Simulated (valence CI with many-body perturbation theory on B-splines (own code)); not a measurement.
Values are calculated unless marked as measured or tabulated.
Hyperfine factors and g values of Sb XXXIX

Level of theory: relativistic CI+MBPT: three valence electrons over a frozen Dirac-Fock core [Ne], radial functions for each j: 11 s, 11 p, 10 d, 8 f, 5 g, 2 h, with the one-electron correlation potential Σ1, the two-electron term Σ2, the three-electron term Σ3, Breit, model QED; selected CI, second order for the rest, scaled by the run's own slope (own B-spline code, finite nucleus).

The last digits are not significant, and no measured levels were compared; by estimate large intervals hold to a few tenths of a per cent, small ones and those within an open d or f shell to about a per cent.

A/g_I is the dipole constant over the nuclear g factor μ/I (μ in nuclear magnetons, uniformly magnetised nucleus), B/Q the quadrupole constant per barn. Both hold the static response of the core; the bare values leave it out. Large factors of s and p1/2 electrons are usually good to 5 to 10 %; those of open d and f shells near neutrality can be off by tens of per cent, and small factors of p3/2, d and f electrons come from cancelling terms and can be off by a factor of two or in sign, in half-filled shells by more. B is blank for J = 1/2, where it vanishes, and for nearly pure S terms. Energies count from the lowest level.

Levels are named by their leading jj configuration (3d3/2^4 stands for four electrons in 3d with j = 3/2), which in mixed levels can hold well under half, so a name can repeat and another be missing. Letters in brackets count levels of one name in rising energy.

```
                     Level  E (eV)      g  A/g_I (MHz)  A/g_I bare  B/Q (MHz/b)  B/Q bare
        (3s^2 3p1/2) J=1/2    0.00  0.658       372000      362000                       
        (3s^2 3p3/2) J=3/2   63.18  1.328        60400       60200       112000    110000
        (3s 3p1/2^2) J=1/2   92.49  2.350      1070000     1040000                       
(3s 3p1/2 3p3/2) J=3/2 [a]  140.23  1.677       292000      286000        90900     89100
    (3s 3p1/2 3p3/2) J=5/2  150.37  1.391       332000      325000        48600     47700
(3s 3p1/2 3p3/2) J=3/2 [b]  164.80  0.917         8420        9550        90000     88400
    (3s 3p1/2 3p3/2) J=1/2  173.12  1.165      -261000     -251000                       
        (3s 3p3/2^2) J=5/2  203.54  1.353       187000      183000        19800     20000
        (3s^2 3d3/2) J=3/2  207.02  0.861        15300       16600         9310     10100
        (3s^2 3d5/2) J=5/2  227.53  1.240       125000      123000        69100     68700
        (3s 3p3/2^2) J=1/2  236.76  1.804      1150000     1120000                       
        (3s 3p3/2^2) J=3/2  241.62  1.190      -145000     -139000       -36000    -35300
     (3p1/2^2 3p3/2) J=3/2  260.17  1.244        39900       41300        92900     91300
(3s 3p1/2 3d3/2) J=3/2 [a]  273.89  0.523       -94700      -91100        30800     31000
    (3s 3p1/2 3d3/2) J=5/2  280.27  1.059       282000      275000        -6840     -5720
(3s 3p1/2 3d5/2) J=5/2 [a]  296.02  1.302        88000       87500         5100      6270
    (3s 3p1/2 3d3/2) J=1/2  296.59  0.331      -436000     -422000                       
(3s 3p1/2 3d3/2) J=3/2 [b]  297.19  1.334       206000      202000        18300     18100
    (3s 3p1/2 3d5/2) J=7/2  301.30  1.258       215000      210000        -4580     -3050
 (3p1/2 3p3/2^2) J=3/2 [a]  305.38  1.333      -100000      -94100       -22300    -21400
(3s 3p1/2 3d5/2) J=5/2 [b]  306.99  1.209        94600       93800        14300     14800
     (3p1/2 3p3/2^2) J=5/2  326.37  1.031        96800       95300        66400     65700
     (3p1/2 3p3/2^2) J=1/2  332.36  0.662       350000      339000                       
 (3p1/2 3p3/2^2) J=3/2 [b]  333.49  1.133       -43100      -40000        41500     41100
(3s 3p3/2 3d3/2) J=3/2 [a]  347.13  1.387       218000      214000       -12700    -13100
(3s 3p3/2 3d3/2) J=5/2 [a]  347.21  1.295       166000      163000        16200     15500
(3s 3p3/2 3d3/2) J=1/2 [a]  347.77  2.356       586000      573000                       
    (3s 3p3/2 3d5/2) J=9/2  347.99  1.328       158000      155000       138000    137000
    (3s 3p3/2 3d3/2) J=7/2  348.79  1.331       188000      185000        54800     54200
(3s 3p3/2 3d5/2) J=3/2 [a]  360.72  1.166       -71600      -67300       -53400    -52300
(3s 3p3/2 3d5/2) J=5/2 [a]  363.45  1.325       235000      229000       -54800    -53400
(3s 3p3/2 3d3/2) J=3/2 [b]  370.01  1.093         9620       11500       -64800    -63500
(3s 3p3/2 3d5/2) J=7/2 [a]  372.96  1.158        56500       56500       127000    126000
(3s 3p3/2 3d3/2) J=5/2 [b]  378.95  0.925       -50700      -47500        88700     88200
(3s 3p3/2 3d3/2) J=1/2 [b]  380.45  0.617       -38800      -36400                       
(3s 3p3/2 3d5/2) J=7/2 [b]  383.43  1.185        70000       69600        91100     90800
    (3s 3p3/2 3d5/2) J=1/2  390.54  0.670      -126000     -122000                       
     (3p1/2^2 3d3/2) J=3/2  391.08  0.742        35100       34700        15500     16400
(3s 3p3/2 3d5/2) J=3/2 [b]  395.66  1.300       266000      260000        34200     34300
(3s 3p3/2 3d5/2) J=5/2 [b]  397.27  1.125       -87000      -82500       -41600    -40000
```

Question: Take the isotope of mass number 123, with I = 7/2, μ = 2.5457 μN and Q = -0.692 b. What is the hyperfine structure of (3s 3p1/2 3p3/2) J=1/2?

Answer: From the table A = -190000 MHz. Shifts from the centre of gravity in MHz: F = 3: 428000, F = 4: -332000.
